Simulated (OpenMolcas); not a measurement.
# Lines of Tm⁺: computed and rescaled rates

```
Program             : OpenMolcas
Method              : SS-CASPT2, IPEA 0.25 Eh, imaginary shift 0.1 Eh (closed shells correlated: 5s 5p)
Basis               : ANO-RCC-VTZP [8s7p5d3f2g1h]
Scalar Hamiltonian  : DKH2, point nucleus
Active space        : 14 electrons in 8 orbitals (4f 6s)
State averaging     : 2S+1 = 3 odd, 7 roots; 2S+1 = 1 odd, 7 roots kept (CI in the orbitals of an earlier block)
Spin-orbit coupling : RASSI with atomic mean-field integrals over the reference wave functions, term energies averaged over their components
```

Rates come from the transition moments of the reference wave functions (E1 and E2 in the length form). At fixed line strength A goes as λ^-3 for E1 and M1 and as λ^-5 for E2, so a rate at the computed wavelength can be rescaled to the measured one. Measured vacuum wavelengths follow from level energies in NIST Handbook of Basic Atomic Spectroscopic Data. Branching counts decays inside the model space alone, at computed energies, and the table is only a selection of the M1 lines, drawn from those between levels with measured partners whose computed energy lies within a factor of 1.5 of the measured one.

```
              Upper                Lower  Type  λ computed (nm)  λ measured (nm)  A computed (s-1)  A rescaled (s-1)  Branching %
4f¹³ 6s ¹F°₃ [55 %]         4f¹³ 6s ³F°₄    M1            56340            42200          6.52e-05                          100.0
       4f¹³ 6s ³F°₂  4f¹³ 6s ¹F°₃ [55 %]    M1             1153             1172          1.05e+01                          100.0
4f¹³ 6s ³F°₃ [55 %]  4f¹³ 6s ¹F°₃ [55 %]    M1             1135             1147          3.82e-01                            3.5
4f¹³ 6s ³F°₃ [55 %]         4f¹³ 6s ³F°₄    M1             1112             1116          1.05e+01          1.04e+01         96.5
```

Spin-changing lines and M1 lines between different terms are not rescaled, since their strength hangs on the term gaps too.

The largest correction is for 4f¹³ 6s ³F°₃ [55 %] → 4f¹³ 6s ³F°₄ (M1): 1.05e+01 × (1112 / 1116)^3 = 1.04e+01 s-1, a factor of 0.99.

These are rates of the free ion; in crystals, glasses and complexes forced electric-dipole and non-radiative decay shorten such lifetimes by orders of magnitude. No measured rate stands beside these. Rescaling mends the energy factor alone: line strengths can still be far off where a level mixes with configurations outside the active space, and weak or spin-changing lines hang on small mixing coefficients that depend on the term gaps too, so rescaling need not improve them.

CASPT2 does not keep the components of a term degenerate, so their means are used; among the terms shown or strongly mixed into the levels shown the widest spread is 80 cm-1 (4f¹³ 6s ³F°). Terms from blocks run as CI alone lack orbitals of their own. Measured partners are found by configuration, term and J. A level has none where our copy of the source lacks it or the pairing is in doubt (some pairs that miss far off the trend of their configuration count as doubtful). Where the source uses jj or jK labels, the order within each J decides. Levels of configurations outside the active space are missing.

A share in square brackets marks a mixed level and gives the weight of the term that names it. ° marks odd parity.
